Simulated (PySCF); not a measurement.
Correlation energy of Pd (palladium, neutral)

Starting occupation: [Kr] 4d10. All numbers are calculated (PySCF 2.14, X2C-1e with screened-nucleus spin-orbit coupling, Gaussian nucleus, in x2c-SVPall-2c). Frozen: [Ar] 3d10; 18 electrons correlated; the 6 highest virtual spinors left out.

MP2 pair energies summed by pair of shells (mhartree):

```csv
pair,energy,share (%)
4d3/2-4d5/2,-139.22,29.3
4d5/2-4d5/2,-98.77,20.8
4d5/2-4p3/2,-50.25,10.6
4d3/2-4d3/2,-42.81,9.0
4d3/2-4p3/2,-33.91,7.1
4d5/2-4p1/2,-24.22,5.1
4p3/2-4p3/2,-18.07,3.8
4p1/2-4p3/2,-17.21,3.6
4d3/2-4p1/2,-16.34,3.4
4d5/2-4s1/2,-9.11,1.9
4p3/2-4s1/2,-7.94,1.7
4d3/2-4s1/2,-6.11,1.3
4p1/2-4p1/2,-4.63,1.0
4p1/2-4s1/2,-3.94,0.8
4s1/2-4s1/2,-2.53,0.5
```

Total MP2 correlation energy: -475.08 mhartree.

This basis was not built for core-valence correlation, so the inner-shell part is incomplete.
